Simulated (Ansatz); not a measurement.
```yaml
atoms:
  - { symbol: C, position_ang: [0.0000, -0.4388, -0.1021] }
  - { symbol: O, position_ang: [0.0000, -0.3914, 1.1886] }
  - { symbol: O, position_ang: [0.0000, 0.7063, -0.9726] }
  - { symbol: H, position_ang: [0.0000, -1.4441, -0.7560] }
  - { symbol: H, position_ang: [0.0000, 1.5580, -0.3598] }
```

Basis set: def2-TZVP (spherical functions). Correlated methods keep 3 orbitals frozen. Charge 0, multiplicity 1.

Computed with Ansatz (development build ahead of 0.2.0); each method stands on the lowest determinant of its kind that the runs found. Restricted open shells among the atoms or ions are ROHF, correlated in semicanonical orbitals with singles.

Q: Give the atomization energy at this shape (free ground-state atoms in the same class of orbitals less the molecule, no zero-point energy) of singlet CH₂O₂ by RHF-MP2, RHF.

A:

| method | atomization energy |
| --- | --- |
| RHF-MP2 | 482.66 kcal/mol |
| RHF | 309.87 kcal/mol |

Caution: no unrestricted run beside it, a lower state can exist; the shape is not the minimum.
